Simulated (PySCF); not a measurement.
**Group charges in `CC(C)[Si@@H]([SiH3])OC(=O)[SiH3]`**

Compound: C4H14O2Si3.
Atom-mapped SMILES: `[CH3:1][CH:2]([CH3:3])[Si@@H:4]([SiH3:5])[O:6][C:7](=[O:8])[SiH3:9]` (hydrogens: H10, H11, H12 on C1; H13 on C2; H14, H15, H16 on C3; H17 on Si4; H18, H19, H20 on Si5; H21, H22, H23 on Si9)

Geometry (GFN2-xTB, Å), atoms numbered from 1 in this order:
```
atom  x, y, z in Å
C1    -2.8800   -0.2379   -0.4828
C2    -1.6072   -0.2133    0.3558
C3    -1.6091   -1.3726    1.3508
Si4   -0.0793   -0.2408   -0.7942
Si5    0.2860    1.5707   -2.1738
O6     1.2123   -0.3099    0.3060
C7     2.3094    0.4023    0.1656
O8     2.4753    1.1822   -0.7463
Si9    3.5523    0.0460    1.5782
H10   -3.7643   -0.2086    0.1526
H11   -2.9161    0.6117   -1.1604
H12   -2.9211   -1.1466   -1.0789
H13   -1.6074    0.7194    0.9329
H14   -2.4653   -1.3017    2.0212
H15   -1.6661   -2.3238    0.8257
H16   -0.7015   -1.3670    1.9500
H17    0.0409   -1.6000   -1.3523
H18    0.5066    2.8251   -1.4529
H19    1.3297    1.3392   -3.1670
H20   -0.9526    1.7983   -2.9514
H21    4.7391    0.8703    1.3810
H22    3.8511   -1.3835    1.5231
H23    2.8628    0.3673    2.8273
```

Atomic charges (e) from the PBE0/pcSseg-1 density (PySCF):

```json
{"atom": "C1", "Mulliken": "-0.2465", "IAO": "-0.4151", "Hirshfeld": "-0.1192", "ESP-fitted": "-0.5253"}
{"atom": "C2", "Mulliken": "-0.6129", "IAO": "-0.3552", "Hirshfeld": "-0.1048", "ESP-fitted": "+0.2564"}
{"atom": "C3", "Mulliken": "-0.2270", "IAO": "-0.4122", "Hirshfeld": "-0.1184", "ESP-fitted": "-0.4270"}
{"atom": "Si4", "Mulliken": "+0.6711", "IAO": "+0.7913", "Hirshfeld": "+0.3349", "ESP-fitted": "+0.4057"}
{"atom": "Si5", "Mulliken": "+0.2202", "IAO": "+0.2999", "Hirshfeld": "+0.1856", "ESP-fitted": "+0.1225"}
{"atom": "O6", "Mulliken": "-0.5708", "IAO": "-0.5577", "Hirshfeld": "-0.1767", "ESP-fitted": "-0.4533"}
{"atom": "C7", "Mulliken": "+0.2803", "IAO": "+0.2865", "Hirshfeld": "+0.1316", "ESP-fitted": "+0.5470"}
{"atom": "O8", "Mulliken": "-0.4309", "IAO": "-0.4436", "Hirshfeld": "-0.2111", "ESP-fitted": "-0.4862"}
{"atom": "Si9", "Mulliken": "+0.5312", "IAO": "+0.5787", "Hirshfeld": "+0.3250", "ESP-fitted": "+0.3279"}
{"atom": "H10", "Mulliken": "+0.1201", "IAO": "+0.1410", "Hirshfeld": "+0.0425", "ESP-fitted": "+0.1413"}
{"atom": "H11", "Mulliken": "+0.1270", "IAO": "+0.1399", "Hirshfeld": "+0.0381", "ESP-fitted": "+0.1178"}
{"atom": "H12", "Mulliken": "+0.1124", "IAO": "+0.1343", "Hirshfeld": "+0.0382", "ESP-fitted": "+0.1267"}
{"atom": "H13", "Mulliken": "+0.1457", "IAO": "+0.1386", "Hirshfeld": "+0.0361", "ESP-fitted": "+0.0070"}
{"atom": "H14", "Mulliken": "+0.1149", "IAO": "+0.1389", "Hirshfeld": "+0.0412", "ESP-fitted": "+0.1168"}
{"atom": "H15", "Mulliken": "+0.1107", "IAO": "+0.1354", "Hirshfeld": "+0.0384", "ESP-fitted": "+0.1116"}
{"atom": "H16", "Mulliken": "+0.1269", "IAO": "+0.1441", "Hirshfeld": "+0.0361", "ESP-fitted": "+0.0893"}
{"atom": "H17", "Mulliken": "-0.0655", "IAO": "-0.1184", "Hirshfeld": "-0.0795", "ESP-fitted": "-0.0854"}
{"atom": "H18", "Mulliken": "-0.0524", "IAO": "-0.0898", "Hirshfeld": "-0.0744", "ESP-fitted": "-0.0311"}
{"atom": "H19", "Mulliken": "-0.0432", "IAO": "-0.0868", "Hirshfeld": "-0.0730", "ESP-fitted": "-0.0174"}
{"atom": "H20", "Mulliken": "-0.0980", "IAO": "-0.1396", "Hirshfeld": "-0.0983", "ESP-fitted": "-0.1138"}
{"atom": "H21", "Mulliken": "-0.0697", "IAO": "-0.1054", "Hirshfeld": "-0.0629", "ESP-fitted": "-0.0809"}
{"atom": "H22", "Mulliken": "-0.0705", "IAO": "-0.1018", "Hirshfeld": "-0.0643", "ESP-fitted": "-0.0713"}
{"atom": "H23", "Mulliken": "-0.0732", "IAO": "-0.1030", "Hirshfeld": "-0.0653", "ESP-fitted": "-0.0783"}
```

Task: Cut each of the bonds C1–C2, C2–Si4, C3–C2, Si5–Si4, O6–Si4, C7–O6 and Si9–C7 in turn and sum the charges on the side of the atom named first.

Result: In e; the other side holds the opposite charge:

```json
{"bond cut": "C1–C2", "piece": "CH3", "atoms": "4", "Mulliken": "+0.113", "IAO": "0.000", "Hirshfeld": "0.000", "ESP-fitted": "-0.139"}
{"bond cut": "C2–Si4", "piece": "C3H7", "atoms": "10", "Mulliken": "-0.229", "IAO": "-0.210", "Hirshfeld": "-0.072", "ESP-fitted": "+0.015"}
{"bond cut": "C3–C2", "piece": "CH3", "atoms": "4", "Mulliken": "+0.126", "IAO": "+0.006", "Hirshfeld": "-0.003", "ESP-fitted": "-0.109"}
{"bond cut": "Si5–Si4", "piece": "SiH3", "atoms": "4", "Mulliken": "+0.027", "IAO": "-0.016", "Hirshfeld": "-0.060", "ESP-fitted": "-0.040"}
{"bond cut": "O6–Si4", "piece": "CH3O2Si", "atoms": "7", "Mulliken": "-0.404", "IAO": "-0.446", "Hirshfeld": "-0.124", "ESP-fitted": "-0.295"}
{"bond cut": "C7–O6", "piece": "CH3OSi", "atoms": "6", "Mulliken": "+0.167", "IAO": "+0.111", "Hirshfeld": "+0.053", "ESP-fitted": "+0.158"}
{"bond cut": "Si9–C7", "piece": "SiH3", "atoms": "4", "Mulliken": "+0.318", "IAO": "+0.269", "Hirshfeld": "+0.133", "ESP-fitted": "+0.097"}
```

Extremes among these pieces. Mulliken: lowest CH3O2Si at O6, highest SiH3 at Si9; IAO: lowest CH3O2Si at O6, highest SiH3 at Si9; Hirshfeld: lowest CH3O2Si at O6, highest SiH3 at Si9; ESP-fitted: lowest CH3O2Si at O6, highest CH3OSi at C7.

Task: Do the schemes agree better on the pieces than on the single atoms at the cuts?

Result: The spread between schemes averages 0.211 e for the pieces and 0.404 e for the atoms named first; it is smaller for the piece at 7 of the 7 cuts. On average they agree better on the pieces. The sign differs between schemes (beyond ±0.03 e) for CH3 at C1 and CH3 at C3.

Isolated species at its GFN2-xTB geometry (one conformer only).
